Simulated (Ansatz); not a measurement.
Basis-set extrapolation for CH6ClFSi2 (`F[SiH2]C[SiH2]Cl`) (PBE0-D4/def2-TZVP geometry, frozen core, the Gaussian-basis code of Ansatz). Multiplicity 1, RHF reference.

```tsv
	def2-TZVPP	def2-QZVPP
HF	-1178.399349	-1178.437309
MP2 correlation	-0.859772	-0.934264
CCSD(T) correlation	-0.949660	not run
```

Energies in hartree. Use E(X) = E(∞) + A·exp(−7.88·√X) for Hartree–Fock and E(X) = E(∞) + B·X^(−2.97) for correlation, with X = 3 and 4, and add CCSD(T) minus MP2 of the smaller set to the MP2 limit.

**Question.** What is the CCSD(T) energy at the basis-set limit?

**Answer.** HF limit: -1178.437309 + (-0.037960) × 0.13774 = -1178.44254. MP2 limit: -0.934264 + (-0.074492) × 0.74074 = -0.98944. Higher-order term: -0.949660 − (-0.859772) = -0.08989. Total: -1179.52187 hartree, 453.8 kJ/mol below CCSD(T)/def2-TZVPP.
